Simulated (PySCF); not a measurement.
PySCF 2.14 output of a UHF calculation on a single atom or ion in cc-pVDZ-PP with ECP28MDF (4s4p3d1f, 38 functions), with a scalar-relativistic core potential:

```
SCF conv_tol = 1e-09
number electrons alpha = 8  beta = 4
cycle= 1 E= -55.9267751755208  delta_E= -0.00272  |g|= 0.0151  |ddm|= 0.0393
cycle= 2 E= -55.926873700635  delta_E= -9.85e-05  |g|= 0.00324  |ddm|= 0.0084
cycle= 3 E= -55.9268850437462  delta_E= -1.13e-05  |g|= 0.00103  |ddm|= 0.00616
cycle= 4 E= -55.9268910791085  delta_E= -6.04e-06  |g|= 0.000959  |ddm|= 0.00364
cycle= 5 E= -55.926904486995  delta_E= -1.34e-05  |g|= 0.000824  |ddm|= 0.00929
cycle= 6 E= -55.926939524002  delta_E= -3.5e-05  |g|= 0.000362  |ddm|= 0.0436
cycle= 7 E= -55.9269405240022  delta_E= -1e-06  |g|= 0.000155  |ddm|= 0.00433
cycle= 8 E= -55.9269412089664  delta_E= -6.85e-07  |g|= 9.02e-05  |ddm|= 0.00727
cycle= 9 E= -55.9269412172056  delta_E= -8.24e-09  |g|= 1.27e-05  |ddm|= 0.000523
cycle= 10 E= -55.9269412172938  delta_E= -8.82e-11  |g|= 6.39e-07  |ddm|= 7.81e-05
converged SCF energy = -55.9269412172938  <S^2> = 6.0031442  2S+1 = 5.0012575
```

The run itself started from symmetry-adapted Hartree-Fock orbitals and held the occupation by maximum overlap, so the iterations belong to that start.

**Question.** Which element, charge and spin multiplicity is this?

**Answer.** Nb⁺ (niobium, charge +1), multiplicity 5; the state was [Kr] 4d4, high-spin 5D determinant.

Energies and moments cover only the electrons outside the core potential.
